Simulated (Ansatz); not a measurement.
`C[Se][Se][SiH3]` + `OCO` → `C[Se]C(O)O` + `[SiH3][SeH]`  (formal exchange of groups at the Se–Se bond)

Computed with Ansatz on PBE0-D4/def2-TZVP structures; ΔE is electronic, products minus reactants. CCSD(T)/CBS is the MP2 limit (def2-TZVPP, def2-QZVPP) plus CCSD(T) − MP2 in def2-TZVPP, frozen cores. This one scheme is used for every species. Functionals use def2-TZVPP. B3LYP here is the variant with VWN-RPA as its local correlation; programs differ in this. For Se outer-core shells are correlated without core-valence functions, which leaves a few kJ/mol of doubt a bond. Scalar relativity is left out up to krypton. One conformer a species, not always the lowest.

`C[Se][Se][SiH3]`:

Z-matrix (Å, degrees):
```
C
Se 1 1.946
H 1 1.088 2 110.0
H 1 1.087 2 110.0 3 122.5
H 1 1.091 2 106.0 3 -118.6
Se 2 2.335 1 99.4 3 -61.0
Si 6 2.281 2 93.6 1 88.4
H 7 1.482 6 110.5 2 63.2
H 7 1.487 6 107.1 2 -176.8
H 7 1.485 6 109.8 2 -57.9
```

`OCO`:

Z-matrix (Å, degrees):
```
C
O 1 1.397
O 1 1.396 2 112.9
H 1 1.095 2 105.2 3 -122.5
H 1 1.095 2 112.0 3 118.6
H 2 0.962 1 107.9 3 -61.7
H 3 0.962 1 107.9 2 -61.7
```

`C[Se]C(O)O`:

```xyz
11

C    -0.290   -1.605    0.986
Se    0.652   -1.092   -0.632
C     0.482    0.864   -0.471
O    -0.813    1.143   -0.048
O     0.792    1.441   -1.690
H    -0.322   -2.695    0.988
H     0.248   -1.258    1.866
H    -1.299   -1.201    0.966
H     1.229    1.235    0.234
H    -0.861    2.087    0.146
H     0.182    1.082   -2.346
```

`[SiH3][SeH]`:

Cartesian coordinates in Å:
```
Si -0.573 0.050 -0.011
Se 1.543 0.401 0.759
H -0.742 0.566 -1.393
H -1.447 0.804 0.920
H -0.927 -1.391 0.015
H 2.146 -0.431 -0.291
```

```
             level  ΔE (kJ/mol)  difference from CCSD(T)/CBS
            PBE-D4         57.0                          2.3
         r2SCAN-D4         51.7                         -3.0
           PBE0-D4         57.5                          2.8
          B3LYP-D4         60.3                          5.6
           ωB97X-V         50.0                         -4.7
           ωB97M-V         51.4                         -3.3
            B2PLYP         54.8                          0.1
            r2SCAN         51.3                         -3.4
    MP2/def2-TZVPP         51.4                         -3.3
   CCSD/def2-TZVPP         49.3                         -5.4
CCSD(T)/def2-TZVPP         48.7                         -6.0
     HF/def2-QZVPP         59.8                          5.1
SCS-MP2/def2-QZVPP         55.9                          1.2
      HF/CBS(def2)         60.0                          5.3
     MP2/CBS(def2)         57.4                          2.7
    CCSD/CBS(def2)         55.3                          0.6
       CCSD(T)/CBS         54.7                            0
```

Largest T1 diagnostic among the species: 0.011.

The D4 term adds +3.8 kJ/mol with B3LYP and +2.2 kJ/mol with PBE0; it sums over pairs of atoms, weighted by their polarisabilities, and B3LYP, whose exchange is more repulsive, gets the larger term. In def2-TZVPP, CCSD(T) changes the Hartree–Fock value by −10.1 kJ/mol (the triples alone add −0.6 kJ/mol) and MP2 by −7.4 kJ/mol.
